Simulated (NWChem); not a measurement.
System: ZrH$_{4}$S$_{3}$; SMILES [SH][ZrH]([SH])[SH]

Here is an NWChem input.

```
start job
memory heap 200 mb stack 900 mb global 1100 mb
geometry units angstroms noautoz
  Zr     0.000000     0.000000    -0.260061
  H      0.000000     0.000000    -2.095405
  S     -0.492486     2.281737     0.400848
  H     -1.651781     1.891810     0.987098
  S     -1.729799    -1.567373     0.400848
  H     -0.812465    -2.376390     0.987098
  S      2.222285    -0.714363     0.400848
  H      2.464247     0.484580     0.987098
end
basis spherical
  * library def2-svp
end
ecp
  Zr library def2-ecp
end
dft
  xc b3lyp
  iterations 150
  mulliken
end
task dft energy
```

Parts of the log:

```
             Northwest Computational Chemistry Package (NWChem) 7.3.0
             --------------------------------------------------------

 C3  symmetry detected

                             Geometry "geometry" -> ""
                             -------------------------

 Output coordinates in angstroms (scale by  1.889725989 to convert to a.u.)

  No.       Tag          Charge          X              Y              Z
 ---- ---------------- ---------- -------------- -------------- --------------
    1 Zr                  40.0000    -0.00000000     0.00000000    -0.36554092
    2 H                    1.0000    -0.00000000     0.00000000    -2.20088492
    3 S                   16.0000     1.67247558     1.62840109     0.29536808
    4 H                    1.0000     0.72671783     2.40399868     0.88161808
    5 S                   16.0000    -2.24647450     0.63420580     0.29536808
    6 H                    1.0000    -2.44528284    -0.57264324     0.88161808
    7 S                   16.0000     0.57399892    -2.26260688     0.29536808
    8 H                    1.0000     1.71856502    -1.83135544     0.88161808

 Effective nuclear repulsion energy (a.u.)     593.0555158721

      Symmetry information
      --------------------

 Group name             C3
 Group number              5
 Group order               3
 No. of unique centers     4

                                 NWChem DFT Module
                                 -----------------

 Summary of "ao basis" -> "ao basis" (spherical)
 ------------------------------------------------------------------------------
       Tag                 Description            Shells   Functions and Types
 ---------------- ------------------------------  ------  ---------------------
 Zr                         def2-svp                11       31   5s3p2d1f
 H                          def2-svp                 3        5   2s1p
 S                          def2-svp                 8       18   4s3p1d

      Symmetry analysis of basis
      --------------------------

        a          39
        e+         33
        e-         33

  Rotation of axis

            General Information
            -------------------
          SCF calculation type: DFT
          Wavefunction type:  closed shell.
          No. of atoms     :     8
          No. of electrons :    64
           Alpha electrons :    32
            Beta electrons :    32
          Charge           :     0
          Spin multiplicity:     1
          Use of symmetry is: on ; symmetry adaption is: on
          Maximum number of iterations: 150
          AO basis - number of functions:   105
                     number of shells:    47
          Convergence on energy requested:  1.00D-06
          Convergence on density requested:  1.00D-05
          Convergence on gradient requested:  5.00D-04

              XC Information
              --------------
                         B3LYP Method XC Potential
                     Hartree-Fock (Exact) Exchange  0.200
                        Slater Exchange Functional  0.800 local
                    Becke 1988 Exchange Functional  0.720 non-local
              Lee-Yang-Parr Correlation Functional  0.810
                  VWN I RPA Correlation Functional  0.190 local

             Grid Information
             ----------------
          Grid used for XC integration:  medium
          Radial quadrature: Mura-Knowles
          Angular quadrature: Lebedev.
          Tag              B.-S. Rad. Rad. Pts. Rad. Cut. Ang. Pts.
          ---              ---------- --------- --------- ---------
          Zr                  1.55      123          10.0       590
          H                   0.35       45          11.0       434
          S                   1.00       88          12.0       590
          Grid pruning is: on
          Number of quadrature shells:   301
          Spatial weights used:  Erf1

      Superposition of Atomic Density Guess
      -------------------------------------

 Sum of atomic energies:       -1247.53855606

      Non-variational initial energy
      ------------------------------

 Total energy =   -1241.063319
 1-e energy   =   -2277.392061
 2-e energy   =     760.357309
 HOMO         =      -0.338600
 LUMO         =       0.005570

      Symmetry analysis of molecular orbitals - initial
      -------------------------------------------------

  Numbering of irreducible representations:

     1 a           2 e+          3 e-

  Orbital symmetries:

     1 a           2 e+          3 e+          4 a           5 e+
     6 e+          7 e+          8 e+          9 a          10 a
    11 e+         12 e+         13 a          14 e+         15 e+
    16 a          17 e+         18 e+         19 a          20 a
    21 e+         22 e+         23 e+         24 e+         25 a
    26 a          27 e+         28 e+         29 a          30 e+
    31 e+         32 a          33 e+         34 e+         35 a
    36 e+         37 e+         38 a          39 e+         40 e+
    41 a          42 e+

     ---------------------------------------------
      Total Density - Mulliken Population Analysis
     ---------------------------------------------

    Atom       Charge   Shell Charges
 -----------   ------   -------------------------------------------------------
    1 Zr  12    10.28  -0.48  1.59  0.89  0.53  0.12  5.81  0.39  0.14  0.91  0.33  0.05
    2 H    1     1.39   0.77  0.62  0.00
    3 S   16    16.68   2.00  1.99  1.21  0.64  5.94  1.89  2.98  0.02
    4 H    1     0.76   0.56  0.17  0.03
    5 S   16    16.68   2.00  1.99  1.21  0.64  5.94  1.89  2.98  0.02
    6 H    1     0.76   0.56  0.17  0.03
    7 S   16    16.68   2.00  1.99  1.21  0.64  5.94  1.89  2.98  0.02
    8 H    1     0.76   0.56  0.17  0.03

[...]
```

Level: B3LYP/def2-SVP with def2 effective core potentials on Zr. Geometry: optimised at PBE0/def2-SVP. Not confirmed as a minimum by frequencies. B3LYP is NWChem's, with the RPA form of VWN correlation. def2 effective core potentials on Zr; no spin-orbit coupling.
